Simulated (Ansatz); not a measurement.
Reaction (ligand exchange at the Si–N bond): `[SiH3]/N=C/Cl` + `[OH][Mg][SH]` → `[SiH3][O][Mg][SH]` + `N=CCl`

Isolated molecules relaxed with PBE0-D4/def2-TZVP in Ansatz; ΔE leaves out vibrations. CCSD(T)/CBS adds triple-zeta CCSD(T) − MP2 to the extrapolated MP2 energy (def2 sets, frozen cores). This one scheme is used for every species. DFT in def2-TZVPP. B3LYP here is the variant with VWN-RPA as its local correlation; programs differ in this. For Mg outer-core shells are correlated without core-valence functions, which leaves a few kJ/mol of doubt a bond. One conformer a species, not always the lowest.

`[SiH3]/N=C/Cl`:

Cartesian coordinates in Å:
```
Si -0.284 -0.166 1.194
N 0.698 0.294 -0.167
C 0.367 0.207 -1.357
Cl 1.425 0.695 -2.659
H -1.613 -0.693 0.770
H 0.452 -1.209 1.947
H -0.469 1.036 2.041
H -0.576 -0.164 -1.770
```

`[OH][Mg][SH]`:

```xyz
5

O     1.109    1.329   -0.552
Mg   -0.148    0.201   -0.068
S    -1.801   -1.272    0.493
H     1.765    2.012   -0.578
H    -0.925   -2.270    0.706
```

`[SiH3][O][Mg][SH]`:

```xyz
8

Si    0.977    1.042   -1.191
O     0.093    0.259   -0.092
Mg   -0.884   -0.614    1.122
S    -2.138   -1.697    2.687
H     2.405    0.612   -1.144
H     0.474    0.786   -2.573
H     0.941    2.516   -0.964
H    -1.869   -2.904    2.156
```

`N=CCl`:

Cartesian coordinates in Å:
```
N -0.153 0.367 -0.909
C 0.122 -0.087 0.220
Cl 1.763 -0.256 0.736
H -1.163 0.397 -1.044
H -0.569 -0.421 0.996
```

```
             level  ΔE (eV)
            PBE-D4    -0.66
         r2SCAN-D4    -0.74
            B2PLYP    -0.77
             B3LYP    -0.76
             BHLYP    -0.81
  CCSD(T)/def2-SVP    -0.86
SCS-MP2/def2-TZVPP    -0.80
   CCSD/def2-TZVPP    -0.83
```

(1) What does CCSD(T)/CBS give? (Best estimate.)

Largest T1 diagnostic among the species: 0.013.

Results:

(1) Ansatz gave: -0.80 eV. The listed levels differ from it by 0.14, 0.06, 0.03, 0.04, -0.01, -0.06, 0.00, -0.03 eV.

From BLYP to BHLYP (50 % exact exchange), in def2-TZVPP and without D4, ΔE moves by −0.09 eV. In def2-TZVPP, CCSD(T) changes the Hartree–Fock value by +0.09 eV (the triples alone add +0.02 eV) and MP2 by +0.14 eV. At CCSD(T), def2-SVP lies −0.05 eV from the extrapolated value and def2-TZVPP −0.01 eV.
